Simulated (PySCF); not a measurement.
# Frontier orbitals and the lowest excitations

C4H5F3NO (charge +1).
Cartesian coordinates in Å at the GFN2-xTB level; atoms count from 1:
```
atom  x, y, z in Å
C1     3.094    0.313    0.593
C2     1.779   -0.024    0.295
N3     0.706   -0.340    0.017
C4    -0.647   -0.576   -0.199
O5    -1.351    0.337    0.627
C6    -2.701    0.286    0.547
F7    -3.127    0.542   -0.690
F8    -3.164   -0.922    0.865
F9    -3.197    1.173    1.369
H10    3.517   -0.388    1.320
H11    3.122    1.322    1.020
H12    3.709    0.305   -0.313
H13   -0.868   -0.407   -1.267
H14   -0.872   -1.621    0.074
```

Computed, not measured: TDDFT PBE0/def2-SVPD, vertical, gas phase, core orbitals frozen in the response (PySCF 2.14.0, density-fitted response routines).

Frontier orbitals with the atoms that hold most of them (Löwdin shares over 4%, at most four atoms; ? is withheld):

```csv
orbital,ε (eV),atoms
HOMO-3,-16.03,"F7 26%, F8 24%, N3 13%, C2 8%"
HOMO-2,-15.76,"O5 40%, F8 19%, F7 17%, F9 14%"
HOMO-1,-15.68,?
HOMO,-14.26,"O5 58%, C4 12%, F7 6%, F8 6%"
LUMO,-6.89,?
LUMO+1,-6.52,"C2 37%, N3 32%, C1 12%, H10 6%"
LUMO+2,-4.20,"C2 35%, C1 22%, C4 8%, N3 7%"
```

**Question.** Which atoms hold the HOMO-1, and with what shares?

**Answer.** F7 (bonded to C) 34%; F8 (bonded to C) 34%; F9 (bonded to C) 32%.

**Question.** Which atoms hold the LUMO, and with what shares?

**Answer.** C2 (bonded to C and N) 38%; N3 (bonded to 2 C) 31%; C1 (bonded to C and 3 H) 11%; H11 (bonded to C) 5%. By element: carbon 49% or more, nitrogen 31%, hydrogen 5% or more.

**Question.** The HOMO–LUMO gap is 7.37 eV. Where does the response calculation put the lowest singlet, and from which orbitals?

**Answer.** S1 is at 6.00 eV (f = 0.0003), 1.37 eV below the gap, made of HOMO→LUMO (97%). Without the coupling terms of the response equations the lowest excitation would equal the gap.

**Question.** Give energy, strength and leading configuration of S1, S2, S4 and S6, and follow the Löwdin shares of the leading atoms from the occupied to the empty orbital.

**Answer.** 
- S1 (6.00 eV, f 0.0003), HOMO→LUMO (97%): O5 58% → at most 5%, C4 12% → at most 5%, C2 at most 6% → 38%, N3 at most 6% → 31%
- S2 (6.62 eV, f 0.039), HOMO→LUMO+1 (98%): O5 58% → at most 6%, C4 12% → at most 6%, C2 at most 6% → 37%, N3 at most 6% → 32%
- S4 (7.73 eV, f 0.0044), HOMO-2→LUMO (91%): O5 40% → at most 5%, F8 19% → at most 5%, C2 at most 12% → 38%, N3 at most 12% → 31%
- S6 (7.99 eV, f 0.0000), HOMO-1→LUMO (98%): F7 34% → at most 5%, F8 34% → at most 5%, C2 at most 1% → 38%, N3 at most 1% → 31%

Löwdin shares depend on the basis, the more so with diffuse functions.

One conformer stands for the species.
